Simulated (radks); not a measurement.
Question: The table gives one normalised radial function P(r) = r R(r) of I2+ in [Kr] 4d10 5s2 5p3 (r in bohr). All-electron calculation, scalar-relativistic Kohn-Sham, PBE, spin-unpolarised, spherical densities, finite nucleus; Fermi nuclear charge, rms radius 4.75 fm. Program: a radial shooting solver on a logarithmic mesh with Libxc functionals.

r              P
0.00296    0.0029
0.003916   0.0047
0.005181   0.0077
0.00691    0.0125
0.009143   0.0200
0.01219    0.0318
0.01614    0.0488
0.02135    0.0723
0.02848    0.1030
0.03768    0.1355
0.05025    0.1614
0.06649    0.1617
0.08797    0.1159
0.1173     0.0083
0.1552    -0.1325
0.2071    -0.2377
0.274     -0.2029
0.3625     0.0030
0.4835     0.2766
0.6397     0.3777
0.8532     0.1599
1.129     -0.2664
1.494     -0.6464
1.992     -0.7743
2.636     -0.6148
3.516     -0.3278
4.652     -0.1166
6.155     -0.0242

Which n and l does it have? It may be an empty orbital.

Answer: n = 5, l = 1: the number of nodes gives n - l - 1 = 3, the rise at small r (about r^(l+1), flatter next to the nucleus through relativity) gives l, and the extent must fit the shell. The curve is that of 5p. 5p: eigenvalue -24.481 eV, 3 radial nodes at r = 0.119, 0.361, 0.955 bohr, <r> = 2.21 bohr, 90 % of the charge inside 3.22 bohr.
